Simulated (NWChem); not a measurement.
A series in which one site is exchanged, each optimised at PBE0/def2-SVP with NWChem, gas phase unless a solvent is named. Some are not confirmed as minima by frequencies. def2 effective core potentials on Zr, Hf; no spin-orbit coupling.

A: [F][ZrH2][F] (ZrH2F2; site = Zr)
B: [F][TiH2][F] (TiH$_{2}$F$_{2}$; site = Ti)
C: [F][GeH2][F] (GeH2F2; site = Ge)
D: [F][HfH2][F] (HfH$_{2}$F$_{2}$; site = Hf)

Task: Rank them by lowest singlet excitation, B3LYP/def2-SVPD, TDA (eV), lowest first.

Result: B (3.43), A (4.26), D (4.63), C (8.11)
